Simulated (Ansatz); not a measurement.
Cartesian coordinates (Å):
SMILES: B
```xyz
4

B      0.0000     0.0000     0.0000
H     -0.8588    -0.8229     0.0003
H     -0.2833     1.1552    -0.0001
H      1.1421    -0.3323    -0.0002
```
Charge 0, spin multiplicity 1.

Method: frozen-core CCSD(T)/cc-pVQZ // B3LYP-D3(BJ)/def2-TZVP (Ansatz, an electronic-structure program).

```
Item                          Result
----------------------  ------------
HF energy               -26.40208 Ha
MP2 correlation energy   -0.12040 Ha
```

Q: Estimate the CCSD correlation energy, the (T) correction, the total energy and the T1 diagnostic.

A: 
```yaml
CCSD correlation energy: -0.14020 Ha
"(T) correction": -0.00278 Ha
CCSD(T) total energy: -26.54506 Ha
T1 diagnostic: 0.007
```
